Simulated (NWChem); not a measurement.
System: BaCl$_{2}$ anion, doublet; SMILES of the neutral closed-shell parent [Cl][Ba][Cl]

Output (shortened):

```
             Northwest Computational Chemistry Package (NWChem) 7.3.0
             --------------------------------------------------------

 ORDER OF PRIMARY AXIS IS BEING SET TO 4
 D4H symmetry detected

 AUTOZ failed to generate good internal coordinates.
 Cartesian coordinates will be used in optimizations.

                             Geometry "geometry" -> ""
                             -------------------------

 Output coordinates in angstroms (scale by  1.889725989 to convert to a.u.)

  No.       Tag          Charge          X              Y              Z
 ---- ---------------- ---------- -------------- -------------- --------------
    1 Ba                  56.0000     0.00000000     0.00000000    -0.00000000
    2 Cl                  17.0000     0.00000000     0.00000000     2.59002651
    3 Cl                  17.0000     0.00000000     0.00000000    -2.59002651

 Effective nuclear repulsion energy (a.u.)     418.5360996030

      Symmetry information
      --------------------

 Group name             D4h
 Group number             28
 Group order              16
 No. of unique centers     2

                           NWChem Geometry Optimization
                           ----------------------------

 maximum gradient threshold         (gmax) =   0.000450
 rms gradient threshold             (grms) =   0.000300
 maximum cartesian step threshold   (xmax) =   0.001800
 rms cartesian step threshold       (xrms) =   0.001200
 fixed trust radius                (trust) =   0.300000
 source of zmatrix                         =

          -------------------
          Energy Minimization
          -------------------

 Using diagonal initial Hessian

          --------
          Step   0

                                 NWChem DFT Module
                                 -----------------

 Summary of "ao basis" -> "ao basis" (spherical)
 ------------------------------------------------------------------------------
       Tag                 Description            Shells   Functions and Types
 ---------------- ------------------------------  ------  ---------------------
 Ba                        def2-svpd                10       26   4s4p2d
 Cl                        def2-svpd                11       27   5s4p2d

      Symmetry analysis of basis
      --------------------------

[...]

      ----------------------
      Optimization converged
      ----------------------

  Step       Energy      Delta E   Gmax     Grms     Xrms     Xmax
  ---- ---------------- -------- -------- -------- -------- --------
@    4    -945.85364754 -1.9D-07  0.00000  0.00000  0.00052  0.00109
                                     ok       ok       ok       ok

                         Geometry "geometry" -> "geometry"
                         ---------------------------------

 Output coordinates in angstroms (scale by  1.889725989 to convert to a.u.)

  No.       Tag          Charge          X              Y              Z
 ---- ---------------- ---------- -------------- -------------- --------------
    1 Ba                  56.0000     0.00000000     0.00000000     0.00000000
    2 Cl                  17.0000     0.00000000     0.00000000     2.93811275
    3 Cl                  17.0000     0.00000000     0.00000000    -2.93811275

 Effective nuclear repulsion energy (a.u.)     368.9509850767

      Symmetry information
      --------------------

 Group name             D4h
 Group number             28
 Group order              16
 No. of unique centers     2

[...]

 Rotational Constants
 --------------------
 A=   0.000000 cm-1  (  0.000000 K)
 B=   0.027922 cm-1  (  0.040173 K)
 C=   0.027922 cm-1  (  0.040173 K)

 Temperature                      =   298.15K
 frequency scaling parameter      =   1.0000

 Linear Molecule

 Zero-Point correction to Energy  =    0.585 kcal/mol  (  0.000932 au)
 Thermal correction to Energy     =    2.760 kcal/mol  (  0.004398 au)
 Thermal correction to Enthalpy   =    3.352 kcal/mol  (  0.005342 au)

 Total Entropy                    =   64.374 cal/mol-K
   - Translational                =   41.880 cal/mol-K (mol. weight = 207.8427)
   - Rotational                   =   18.312 cal/mol-K (symmetry #  =        2)
   - Vibrational                  =    4.182 cal/mol-K

 Cv (constant volume heat capacity) =    8.630 cal/mol-K
   - Translational                  =    2.979 cal/mol-K
   - Rotational                     =    1.986 cal/mol-K
   - Vibrational                    =    3.664 cal/mol-K

[normal modes left out]

 ----------------------------------------------------------------------------
 Normal Eigenvalue ||           Projected Infra Red Intensities
  Mode   [cm**-1]  || [atomic units] [(debye/angs)**2] [(KM/mol)] [arbitrary]
 ------ ---------- || -------------- ----------------- ---------- -----------
    1      -36.035 ||    0.000112           0.003         0.109       0.083
    2      -36.035 ||    0.000112           0.003         0.109       0.083
    3        0.000 ||    0.000025           0.001         0.025       0.019
    4        0.000 ||    0.000025           0.001         0.025       0.019
    5        0.000 ||    0.004785           0.110         4.664       3.538
    6        0.000 ||    0.004785           0.110         4.664       3.538
    7        0.000 ||    0.004811           0.111         4.690       3.558
    8      195.660 ||    0.000000           0.000         0.000       0.000
    9      213.836 ||    0.107053           2.470       104.361      79.163
 ----------------------------------------------------------------------------

 ===============================================================================
      Negative Nuclear Hessian Mode    1  Eigenvalue =    -36.03 cm**(-1)
 -------------------------------------------------------------------------------
   Raw step length:  0.077 angstroms ;  The Raw step for this mode is:
    1 Ba                  56.0000    -0.02613963    -0.00000000    -0.00000000
    2 Cl                  17.0000     0.05154281    -0.00000000    -0.00000000
    3 Cl                  17.0000     0.05154281    -0.00000000    -0.00000000

  Geometry after  100.0% step for mode  1; Step length =  0.077 angstroms
   Maximum component (any atom: x,y, or z) displacement:  0.097
    1 Ba                  56.0000    -0.02613963     0.00000000     0.00000000
    2 Cl                  17.0000     0.05154281     0.00000000     2.93811275
    3 Cl                  17.0000     0.05154281     0.00000000    -2.93811275

  Geometry after -100.0% step for mode  1; Step length =  0.077 angstroms
   Maximum component (any atom: x,y, or z) displacement:  0.097
    1 Ba                  56.0000     0.02613963     0.00000000     0.00000000
    2 Cl                  17.0000    -0.05154281     0.00000000     2.93811275
    3 Cl                  17.0000    -0.05154281     0.00000000    -2.93811275

  Geometry after   50.0% step for mode  1; Step length =  0.039 angstroms
   Maximum component (any atom: x,y, or z) displacement:  0.049
    1 Ba                  56.0000    -0.01306982     0.00000000     0.00000000
    2 Cl                  17.0000     0.02577141     0.00000000     2.93811275
    3 Cl                  17.0000     0.02577141     0.00000000    -2.93811275

  Geometry after  -50.0% step for mode  1; Step length =  0.039 angstroms
   Maximum component (any atom: x,y, or z) displacement:  0.049
    1 Ba                  56.0000     0.01306982     0.00000000     0.00000000
    2 Cl                  17.0000    -0.02577141     0.00000000     2.93811275
    3 Cl                  17.0000    -0.02577141     0.00000000    -2.93811275

  Geometry after  205.3% step for mode  1; Step length =  0.159 angstroms
   Maximum component (any atom: x,y, or z) displacement:  0.200
    1 Ba                  56.0000    -0.05367382     0.00000000     0.00000000
    2 Cl                  17.0000     0.10583545     0.00000000     2.93811275
    3 Cl                  17.0000     0.10583545     0.00000000    -2.93811275

  Geometry after -205.3% step for mode  1; Step length =  0.159 angstroms
   Maximum component (any atom: x,y, or z) displacement:  0.200
    1 Ba                  56.0000     0.05367382     0.00000000     0.00000000
    2 Cl                  17.0000    -0.10583545     0.00000000     2.93811275
    3 Cl                  17.0000    -0.10583545     0.00000000    -2.93811275

  Geometry after  102.7% step for mode  1; Step length =  0.080 angstroms
   Maximum component (any atom: x,y, or z) displacement:  0.100
    1 Ba                  56.0000    -0.02683691     0.00000000     0.00000000
    2 Cl                  17.0000     0.05291772     0.00000000     2.93811275
    3 Cl                  17.0000     0.05291772     0.00000000    -2.93811275

  Geometry after -102.7% step for mode  1; Step length =  0.080 angstroms
   Maximum component (any atom: x,y, or z) displacement:  0.100
    1 Ba                  56.0000     0.02683691     0.00000000     0.00000000
    2 Cl                  17.0000    -0.05291772     0.00000000     2.93811275
    3 Cl                  17.0000    -0.05291772     0.00000000    -2.93811275

 ===============================================================================
      Negative Nuclear Hessian Mode    2  Eigenvalue =    -36.03 cm**(-1)
 -------------------------------------------------------------------------------
   Raw step length:  0.077 angstroms ;  The Raw step for this mode is:
    1 Ba                  56.0000    -0.00000000    -0.02613963    -0.00000000
    2 Cl                  17.0000    -0.00000000     0.05154281    -0.00000000
    3 Cl                  17.0000    -0.00000000     0.05154281    -0.00000000

  Geometry after  100.0% step for mode  2; Step length =  0.077 angstroms
   Maximum component (any atom: x,y, or z) displacement:  0.097
    1 Ba                  56.0000     0.00000000    -0.02613963     0.00000000
    2 Cl                  17.0000     0.00000000     0.05154281     2.93811275
    3 Cl                  17.0000     0.00000000     0.05154281    -2.93811275

  Geometry after -100.0% step for mode  2; Step length =  0.077 angstroms
   Maximum component (any atom: x,y, or z) displacement:  0.097
    1 Ba                  56.0000     0.00000000     0.02613963     0.00000000
    2 Cl                  17.0000     0.00000000    -0.05154281     2.93811275
    3 Cl                  17.0000     0.00000000    -0.05154281    -2.93811275

  Geometry after   50.0% step for mode  2; Step length =  0.039 angstroms
   Maximum component (any atom: x,y, or z) displacement:  0.049
    1 Ba                  56.0000     0.00000000    -0.01306982     0.00000000
    2 Cl                  17.0000     0.00000000     0.02577141     2.93811275
    3 Cl                  17.0000     0.00000000     0.02577141    -2.93811275

  Geometry after  -50.0% step for mode  2; Step length =  0.039 angstroms
   Maximum component (any atom: x,y, or z) displacement:  0.049
    1 Ba                  56.0000     0.00000000     0.01306982     0.00000000
    2 Cl                  17.0000     0.00000000    -0.02577141     2.93811275
    3 Cl                  17.0000     0.00000000    -0.02577141    -2.93811275

  Geometry after  205.3% step for mode  2; Step length =  0.159 angstroms
   Maximum component (any atom: x,y, or z) displacement:  0.200
    1 Ba                  56.0000     0.00000000    -0.05367382     0.00000000
    2 Cl                  17.0000     0.00000000     0.10583545     2.93811275
    3 Cl                  17.0000     0.00000000     0.10583545    -2.93811275

  Geometry after -205.3% step for mode  2; Step length =  0.159 angstroms
   Maximum component (any atom: x,y, or z) displacement:  0.200
    1 Ba                  56.0000     0.00000000     0.05367382     0.00000000
    2 Cl                  17.0000     0.00000000    -0.10583545     2.93811275
    3 Cl                  17.0000     0.00000000    -0.10583545    -2.93811275

  Geometry after  102.7% step for mode  2; Step length =  0.080 angstroms
   Maximum component (any atom: x,y, or z) displacement:  0.100
    1 Ba                  56.0000     0.00000000    -0.02683691     0.00000000
    2 Cl                  17.0000     0.00000000     0.05291772     2.93811275
    3 Cl                  17.0000     0.00000000     0.05291772    -2.93811275

  Geometry after -102.7% step for mode  2; Step length =  0.080 angstroms
   Maximum component (any atom: x,y, or z) displacement:  0.100
    1 Ba                  56.0000     0.00000000     0.02683691     0.00000000
    2 Cl                  17.0000     0.00000000    -0.05291772     2.93811275
    3 Cl                  17.0000     0.00000000    -0.05291772    -2.93811275
```

Level: B3LYP/def2-SVPD with def2 effective core potentials on Ba, spin-unrestricted. The spin multiplicity was typed, not searched, and may not be the lowest. The highest occupied level is positive, so the extra electron may be held by the finite basis. def2 effective core potentials on Ba; no spin-orbit coupling. The optimisation ended at a saddle point (imaginary frequency).

**Question.** Reconstruct the input file.

**Answer.** One answer among several that fit: the input that was run:
```
start job
memory heap 200 mb stack 900 mb global 1100 mb
charge -1
geometry units angstroms
  Ba    -0.000065     0.000050    -0.000057
  Cl     1.903234     0.413525    -1.707318
  Cl    -1.903234    -0.413525     1.707318
end
basis spherical
  * library def2-svpd
end
ecp
  Ba library def2-ecp
end
dft
  odft
  mult 2
  xc b3lyp
  iterations 150
end
driver
  maxiter 120
end
task dft optimize
dft
  grid fine
  convergence energy 1d-8 density 1d-7
end
task dft freq numerical
```
